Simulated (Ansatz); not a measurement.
PBE exchange is replaced step by step with exact exchange (0 % is PBE, 25 % PBE0; no dispersion term), basis def2-TZVP, Ansatz. System: Hf₃. Charge 0, multiplicity 1. Geometry: PBE-D4/def2-TZVP.

Geometry of the singlet:

Cartesian coordinates in Å:
```
Hf 1.385 -0.525 0.496
Hf -0.326 1.526 0.067
Hf -1.058 -1.001 -0.563
```

In the def2 sets Hf takes a core potential; there is no spin–orbit coupling. At PBE-D4/def2-TZVP, PBE0-D4/def2-TZVP the restricted singlet is unstable: a solution with broken spin symmetry lies lower. The restricted singlet is unstable towards broken spin symmetry at other levels; at PBE with 5 % exact exchange/def2-TZVP, PBE with 10 % exact exchange/def2-TZVP, PBE with 15 % exact exchange/def2-TZVP, PBE with 35 % exact exchange/def2-TZVP and others this wasn't settled. The geometry of the singlet was relaxed on an unsound state (restricted singlet, unstable towards broken spin symmetry). At PBE0-D4/def2-TZVP a triplet of charge 0 lies 0.53 eV below the restricted singlet, each at its own geometry. The structure comes from a short search, and lower isomers may exist.

```
exact exchange (%)  HOMO (eV)  LUMO (eV)  gap (eV)
                 0      -2.97      -2.76      0.21
                 5      -3.07      -2.56      0.50
                10      -3.16      -2.37      0.80
                25      -3.46      -1.89      1.58
                35      -3.67      -1.61      2.06
                50      -3.97      -1.19      2.78
```

Task: Estimate the row for 15 %.

Result: 
```tsv
exact exchange (%)	HOMO (eV)	LUMO (eV)	gap (eV)
15	-3.26	-2.17	1.09
```
